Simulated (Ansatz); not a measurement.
Molecule: CaCl (charge +1, singlet). 
Geometry from a B3LYP-D3(BJ)/def2-TZVP (Ansatz, a quantum-chemistry and plane-wave program) optimisation:
```
Ca
Cl 1 2.3310
```
Charge +1, spin multiplicity 1.

Parts of the frozen-core correlation energy in def2-SVP (Ansatz, hartree). Frozen orbitals: 14; correlated occupied orbitals by spin: 4 and 4; virtual: 24 and 24. No spin-orbit coupling. Non-relativistic.

| term | value |
|---|---|
| reference (HF) | -1135.90252 |
| MP2 opposite-spin | -0.10375 |
| MP2 same-spin | … |
| CCSD correlation | … |
| (T) | … |
| CCSDT minus CCSD(T) | -0.00020 |
| CCSDT(Q) minus CCSD(T) | -0.00051 |
| T1 diagnostic | 0.011 |
| largest doubles amplitude | 0.036 |

Q: Complete the blanks.

A: 
- MP2 same-spin, value: -0.03850
- CCSD correlation, value: -0.15363
- (T), value: -0.00308
